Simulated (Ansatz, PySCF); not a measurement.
One recipe, two programs

Each step was found twice, by two independent programs: Ansatz 0.2.0 (Cholesky-factored integrals) and PySCF 2.14 (density fitting with its default auxiliary sets, JK sets also for MP2 and CCSD(T)), each with its own PBE0-D4/def2-TZVP structures. Gas-phase electronic energies, without zero-point energy, by CCSD(T) at an estimated basis limit (MP2 extrapolated from triple and quadruple zeta, plus CCSD(T) − MP2 in triple zeta); def2-TZVPP and QZVPP, frozen cores, on PBE0-D4/def2-TZVP structures. Extrapolation: Hartree–Fock as exp(−7.88 √X), correlation as X^−2.97. Barriers and step energies count from each program's own start structure, in kcal/mol.

| step | barrier, Ansatz | barrier, PySCF | step energy, Ansatz | step energy, PySCF |
| --- | --- | --- | --- | --- |
| GeH₄O ([OH][GeH3]) + NH₃ → GeNH₅ ([NH2][GeH3]) + H₂O | 31.32 | 31.09 | 2.65 | 2.58 |
| GaH₂Br ([GaH2][Br]) → GaH + HBr | 54.68 | 54.48 | 47.02 | 46.91 |
| SiH₄O ([OH][SiH3]) + HCl → SiH₃Cl ([SiH3][Cl]) + H₂O | 22.54 | 22.18 | -0.52 | -0.70 |
| GaH₂F ([F][GaH2]) → GaH + HF | 59.53 | 59.21 | 34.16 | 33.88 |
| BH₂F ([BH2][F]) + HBr → BH₂Br ([BH2][Br]) + HF | 23.55 | 23.24 | 11.92 | 11.71 |

(1) Where do the two programs differ most in the barrier, and how do such differences compare with 1 kcal/mol (0.043 eV)?

T1 diagnostic: at most 0.018. The restricted Hartree–Fock reference is unstable towards an unrestricted one at one or more of these structures. The filled d shells of Br, Ga, Ge are correlated in sets not built for that, so values that involve them are less sure.

Answers

(1) For SiH₄O ([OH][SiH3]) + HCl → SiH₃Cl ([SiH3][Cl]) + H₂O, by 0.36 kcal/mol. All differences lie under 1 kcal/mol.

Labels in which every atom is bracketed show which atoms are joined, not bond orders.
